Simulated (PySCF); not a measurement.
# What a mistake does to a calculation on AlH6N2Si cation

All numbers below are calculated, not measured. The program is PySCF 2.14.0, an open-source quantum chemistry code, run on an isolated molecule that a program drew, which may never have been made. The molecule is AlH6N2Si cation (charge +1, singlet), drawn as the SMILES string `N[SiH+][NH][AlH2]`.

Each row is a Hartree-Fock (HF) and frozen-core CCSD(T) single point in the cc-pV(D+d)Z basis, meant for a local HF minimum. Run 1 is clean. Each other run has one planted mistake out of seven kinds, and not every kind appears here: one electron removed, one electron added, multiplicity raised by two, geometry at a saddle point, minimal basis STO-3G, one bond length entered in bohr, all coordinates scaled. The reference is restricted for singlets and unrestricted otherwise, and also for a bond in bohr. Adding or removing an electron swaps singlet and doublet. Electrons count all cores. HOMO and LUMO are orbital energies over both spins, the gradient is its largest component, and the lowest frequency (negative if imaginary) is given only where the gradient is small. Bond lengths are over the 9 bonds as drawn. T1 is the CCSD diagnostic: over 0.02 (restricted) or 0.045 (unrestricted) a single reference is doubtful.

Geometry of the clean run:
```xyz
10
AlH6N2Si cation, angstrom
N    -0.4649    1.5573    0.4207
Si    0.2566    1.2662   -1.0205
N     0.4156   -0.2442   -1.6388
Al   -0.0955   -1.9223   -1.0036
H    -0.5593    2.4857    0.7948
H    -0.8567    0.8561    1.0252
H     0.7570    2.4304   -1.7359
H     0.8822   -0.2614   -2.5367
H     0.2549   -3.1252   -1.9243
H    -0.8059   -1.8029    0.3846
```

| run | electrons | basis functions | <S^2> | HOMO (eV) | LUMO (eV) | gradient (hartree/bohr) | lowest frequency (cm^-1) | mean bond (Å) | longest bond (Å) | T1 | HF (hartree) | CCSD(T) (hartree) | mistake |
|---|---|---|---|---|---|---|---|---|---|---|---|---|---|
| 1 | 46 | 104 | 0.000 | -16.09 | -2.81 | 3.9e-05 | 136 | 1.4155 | 1.866 | 0.0136 | -643.10972 | -643.65049 | no fault |
| 2 | 46 | 104 | 2.034 | -10.50 | -6.58 | 1.5e-01 | - | 1.4155 | 1.866 | 0.0690 | -642.91440 | -643.43905 | multiplicity raised by two |
| 3 | 46 | 104 | 0.000 | -15.82 | -2.96 | 3.6e-02 | - | 1.4807 | 1.952 | 0.0159 | -643.08964 | -643.64134 | all coordinates scaled |
| 4 | 46 | 104 | 1.017 | -14.65 | -4.24 | 2.5e-02 | - | 1.5775 | 3.095 | 0.0166 | -642.96557 | -643.47273 | ? |
| 5 | 45 | 104 | 0.834 | -20.90 | -13.02 | 1.1e-01 | - | 1.4155 | 1.866 | 0.0464 | -642.56814 | -643.07841 | ? |

**Which mistake was planted in run 4, and what did it cost?**

The mean bond changes by a factor of 1.114 and the longest by 1.659, so the molecule wasn't scaled as a whole. A length L in bohr read as angstrom grows by (1/0.5292 - 1) L = 0.890 L. The 9 bonds together grew by 9 x 0.1620 = 1.458 Å, which gives L = 1.639 Å. That is the length of one of the N-Si bonds, 1.638 Å in the clean geometry. So the mistake is: one bond length entered in bohr. Subtracting run 1 and multiplying by 627.51 kcal/mol a hartree, the energy moved by 90.5 kcal/mol in HF and 111.5 kcal/mol in CCSD(T).

**Which mistake was planted in run 5, and what did it cost?**

It counts 45 electrons, one fewer than the clean run, at the same geometry and basis. So the mistake is: one electron removed. Subtracting run 1 and multiplying by 627.51 kcal/mol a hartree, the energy moved by 339.8 kcal/mol in HF and 359.0 kcal/mol in CCSD(T).

Cautions from the logs. Run 2: T1 is over the limit, so its CCSD(T) energy is less reliable; run 5: T1 is over the limit, so its CCSD(T) energy is less reliable.
